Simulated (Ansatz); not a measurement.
Reactions of C₂H₈B₂O, SMILES `BBCOC`.

Program: Ansatz. Geometries: PBE0-D4/def2-TZVP. ΔE: electronic, gas phase. CCSD(T)/CBS adds triple-zeta CCSD(T) − MP2 to the extrapolated MP2 energy (def2 sets, frozen cores). This one scheme is used for every species. Each species was taken in one conformer, which may not be the lowest.

Task: Order these by ΔE at CCSD(T)/CBS, lowest first. (An estimate is asked.)
A. `BBCOC` + `[CH2]1[NH][AlH]1` → `B[N]1[CH2][AlH]1` + `BCOC`
B. `BBCOC` + CH₄ → `BBCC` + CH₃OH
C. `BBCOC` + H–F → `COCBF` + BH₃
D. `BBCOC` + `[OH][AlH2]` → `BB[O][AlH2]` + `COC`
E. `BBCOC` + H₂ → `BB` + `COC`
F. `BBCOC` + `C=N` → `COCBC=N` + BH₃

Result: A (-1.53 eV), C (-1.44 eV), D (-1.26 eV), B (-0.30 eV), E (-0.21 eV), F (-0.13 eV).

Largest T1 diagnostic: 0.015, for `[CH2]1[NH][AlH]1`.
